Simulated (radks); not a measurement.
Species: Gd XXXVII. Configuration: [Ar] 3d10 (the NIST ground configuration).

All-electron calculation, scalar-relativistic Kohn-Sham, LB94 model potential, spin-polarised, spherical densities, finite nucleus; Fermi nuclear charge, rms radius 5.1569 fm. Program: a radial shooting solver on a logarithmic mesh with Libxc functionals.

Energy parts (Ry):
part                   energy
kinetic            22678.3916
electron-nucleus  -47831.2178
Hartree             4535.0129
(The LB94 potential has no energy functional, so no total or exchange-correlation energy is given.)

Orbitals (lengths in bohr, moments of r in powers of bohr; r(max) is where P^2 peaks):
1s: occ. 2; eigenvalue (Ry) -3808.944; r(max) 0.01391; <1/r> 71.72; <r> 0.02187
2s: occ. 2; eigenvalue (Ry) -721.3065; r(max) 0.07883; <1/r> 16.68; <r> 0.09291
2p: occ. 6; eigenvalue (Ry) -654.9038; r(max) 0.06375; <1/r> 15.59; <r> 0.08194
3s: occ. 2; eigenvalue (Ry) -239.8573; r(max) 0.2222; <1/r> 6.204; <r> 0.2404
3p: occ. 6; eigenvalue (Ry) -219.1928; r(max) 0.2174; <1/r> 5.857; <r> 0.2377
3d: occ. 10; eigenvalue (Ry) -192.5759; r(max) 0.1763; <1/r> 5.581; <r> 0.2145

The highest occupied level is 3d at -2620.1 eV. The electron density at the nucleus is 6.551e+05 e/bohr^3 (large components only). The density falls to 0.001 e/bohr^3 at r = 0.78 bohr. For comparison, the ionisation energy in NIST's Atomic Spectra Database is 2621 eV (theoretical). In exact Kohn-Sham theory the highest level is minus the ionisation energy, but local and semilocal functionals leave it too shallow, through self-interaction and a potential that decays too fast; potentials with the right tail come closer. Summed over all electrons, <r^2> = 1.132 bohr^2, which gives a Langevin (diamagnetic) susceptibility term of -0.896 x 10^-6 cm^3/mol.
